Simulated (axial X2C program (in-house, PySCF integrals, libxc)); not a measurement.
**FTaF: properties at the nuclei**

Computed with an in-house all-electron X2C program for linear molecules (integrals from PySCF): two-component X2C with atomic mean-field Coulomb and Gaunt terms, Gaussian nuclei, basis F dyall-av3z, Ta dyall-v3z with contracted cores.

F–Ta–F held linear, with bonds 1.873 and 1.873 Å (near the PBE0 minimum at charge 0 of the determinant lowest at the starting distance; the state shown can have its own minimum elsewhere, held linear; other orders of the atoms were not compared).

Determinant lowest in the PBE0 search, Ω = 3/2 (⟨Sz⟩ = 1.49, ⟨Lz⟩ = 0.01 at PBE0), spin on the atoms F -0.01, Ta 1.51, F -0.01:

```tsv
level	A∥/gI F (MHz)	qzz F (a.u.)	A∥/gI Ta (MHz)	qzz Ta (a.u.)
PBE0	8.5	-0.13	3730	-7.32
HF	-1.17	-0.09	3500	-9.53
B3LYP	9.42	-0.18	3800	-7.21
```

Determinant 0.33 eV from it at PBE0 and this distance, Ω = 3/2 (⟨Sz⟩ = -0.50, ⟨Lz⟩ = 2.00 at PBE0), spin on the atoms F 0.00, Ta -0.51, F 0.00:

```
level  A∥/gI F (MHz)  qzz F (a.u.)  A∥/gI Ta (MHz)  qzz Ta (a.u.)
 PBE0           2.01         -0.11             783         -11.31
   HF           3.86         -0.04             547         -14.35
B3LYP           2.17         -0.16             804         -11.14
```

A∥ (defined per Ω) follows by multiplying with gI = μI/(I μN); qzz is the electric field gradient, eQq0 = 234.96 MHz × Q/barn × qzz. The operators were transformed with the bare-nucleus X2C matrices; with these basis sets, hyperfine constants and field gradients can be off by tens of per cent, and where levels differ in sign neither size nor sign is settled.

Problem. With gI(181Ta) = 0.6773, Q(181Ta) = 3.17 barn (g factors from the IAEA table of nuclear moments by Stone; Q from Pyykkö, Mol. Phys. 2018), turn the PBE0 values of the first state into constants in MHz.

Solution. A∥(181Ta) = 3730 × 0.6773 = 2530 MHz; eQq0(181Ta) = 234.96 × (3.17) × (-7.32) = -5450 MHz.

The molecule was held linear; bending was not examined, so a bent shape may lie lower.

Each state is one determinant with collinear spin, which with several unpaired electrons need not be a pure state. Unrestricted Hartree–Fock can overshoot spin polarisation at the nuclei. This is the top spin component of a Σ state; components of lower Ω are not single determinants and can lie lower. With several open shells hyperfine constants can be off by a factor of several. At B3LYP a later determinant lies lower. States lie within half an eV, so the first need not be the ground state. Where a field gradient or hyperfine factor spreads by more than a factor of two over the levels, a constant derived from it is not to be relied on. PBE0 term energies can be off by some tenths of an eV.
